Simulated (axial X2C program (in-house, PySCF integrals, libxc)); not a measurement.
# Spin–orbit effects along a row: molecules with O, PBE0

Calculated with an in-house all-electron X2C program for linear molecules (integrals from PySCF), spin-free (one-electron X2C) or two-component (2c: spin–orbit coupling with atomic mean-field Coulomb and Gaunt terms, which also bring small scalar terms), in Dyall basis sets with cores contracted in-house; open shells are unrestricted.

Basis sets: Cr dyall-cv3z, Fe dyall-cv3z, Ga dyall-cv3z, Ge dyall-cv3z, K dyall-cv3z, Mn dyall-cv3z, O dyall-av3z, Sc dyall-cv3z, Ti dyall-cv3z, V dyall-cv3z.

```
molecule   spin-free state  Re (Å)  ωe (cm⁻¹)  De (eV)  2c state  Re 2c (Å)  ωe 2c (cm⁻¹)  De 2c (eV)
      KO  M_S = 1/2, Λ = 0   2.152      426.2     2.78   Ω = 1/2      2.152         426.1        2.78
     ScO  M_S = 1/2, Λ = 0   1.645     1021.5     6.98   Ω = 1/2      1.645        1021.5        6.98
     TiO    M_S = 1, Λ = 2   1.598     1067.1     6.99     Ω = 1      1.598        1066.9         n/a
      VO  M_S = 3/2, Λ = 0   1.567     1070.1      n/a   Ω = 3/2      1.567        1069.8         n/a
     CrO    M_S = 2, Λ = 1   1.601      893.9     4.12     Ω = 1      1.601         894.2        4.13
     MnO  M_S = 5/2, Λ = 0   1.623      875.6     4.02   Ω = 5/2      1.623         875.1        4.02
     FeO    M_S = 2, Λ = 2   1.594      923.3     3.97     Ω = 4      1.594         922.9         n/a
     GaO  M_S = 1/2, Λ = 0   1.697      737.9     4.14   Ω = 1/2      1.698         737.5         n/a
     GeO    M_S = 0, Λ = 0   1.616     1026.3     6.59     Ω = 0      1.616        1025.7         n/a
```

Q: Work out the shifts from the spin-free to the two-component result.

A: 

```csv
molecule,2c state,ΔRe (Å),Δωe (cm⁻¹),ΔDe (eV)
KO,Ω = 1/2,0.000,-0.1,0.00
ScO,Ω = 1/2,0.000,0.0,0.00
TiO,Ω = 1,0.000,-0.2,n/a
VO,Ω = 3/2,0.000,-0.3,n/a
CrO,Ω = 1,0.000,0.3,0.01
MnO,Ω = 5/2,0.000,-0.5,0.00
FeO,Ω = 4,0.000,-0.4,n/a
GaO,Ω = 1/2,0.001,-0.4,n/a
GeO,Ω = 0,0.000,-0.6,n/a
```

Shifts of one unit in the last digit are rounding.

Each entry is the lowest single determinant of a limited PBE0 search at one distance. De goes to single-determinant-based atoms at the same level (for ions the charge split of lowest energy) and is withheld (n/a) where an atom does not fit its ground term or J level. Main or longest-lived isotopes. One determinant is a doubtful description, or other states lie close, for KO, TiO, VO, CrO, MnO, FeO; these need not be ground states, and all values refer to the states named. Some open-shell Ω = 0 determinants are out of reach, so the Ω given for CrO, FeO need not be the lowest component. With several unpaired electrons the Ω given is that of one determinant, not necessarily of the lowest component. Some light 2c atoms are not at their ground J level, so De misses part of their lowering (0.04 eV or less). The functionals have no current term, which raises determinants with orbital currents.
